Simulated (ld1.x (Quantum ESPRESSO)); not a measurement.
**Plane-wave convergence, TM semilocal potential for chromium (Cr)**

ld1.x (Quantum ESPRESSO) 7.5 input, shortened:

```
&input
   title='Cr', zed=24., rel=1, dft='PZ', iswitch=3,
   config='[Ar] 3d5 4s1 4p0'
 /
 &inputp
   pseudotype=1, tm=.true., lloc=0,
   nlcc=.false.
 /
3
3P  2  1   6.00   0.00  0.85  0.85  0.0
3D  3  2   5.00   0.00  1.35  1.35  0.0
3S  1  0   2.00   0.00  1.50  1.50  0.0
 &test
   configts(1)='3s2 3p6 3d5 4s1 4p0'
 /
```

Occupied shells without a wave of their own: 4s. They enter only through the test configuration that unscreens the potential.

The pseudo-atom Hamiltonian at the reference potential is diagonalised in spherical Bessel functions j_l(qr) that vanish at 20 bohr, with q² up to the cutoff. All-electron valence levels (Ry): 3p -3.3330, 4p -0.0795, 3d -0.2301, 3s -5.4065, 4s -0.3086.

Problem. How do the lowest levels (Ry) of each channel move with the cutoff, and are there ghosts?

Solution.

```
cutoff (Ry)     p #1     p #2    p #3     d #1     s #1     s #2  Σ f·Δε (mRy)
          8  -1.4863  -0.0239  0.0715   0.0259  -5.1347  -0.2851       12976.6
         18  -2.7746  -0.0606  0.0554   0.0254  -5.3808  -0.3522        4684.9
         30  -3.2455  -0.0761  0.0508   0.0246  -5.3919  -0.3558        1829.7
         50  -3.3203  -0.0794  0.0500  -0.0138  -5.4057  -0.3566        1160.5
         70  -3.3224  -0.0794  0.0500  -0.1612  -5.4060  -0.3568         409.9
        110  -3.3320  -0.0797  0.0499  -0.2288  -5.4065  -0.3569          13.4
        160  -3.3329  -0.0797  0.0499  -0.2300  -5.4065  -0.3569           2.1
        260  -3.3331  -0.0797  0.0499  -0.2301  -5.4065  -0.3569           0.0
        400  -3.3331  -0.0797  0.0499  -0.2301  -5.4065  -0.3569           0.0
```

Result: no extra level below or beside the all-electron valence levels (p, d, s tested); the semilocal form is local in each channel, so this says nothing of the separable form that plane-wave codes build from it; 10 mRy is reached at 120 Ry and 1 mRy at 200 Ry.

The potential misses its own reference levels by up to 0.7 eV. Its largest configuration-test error is -2088 meV.
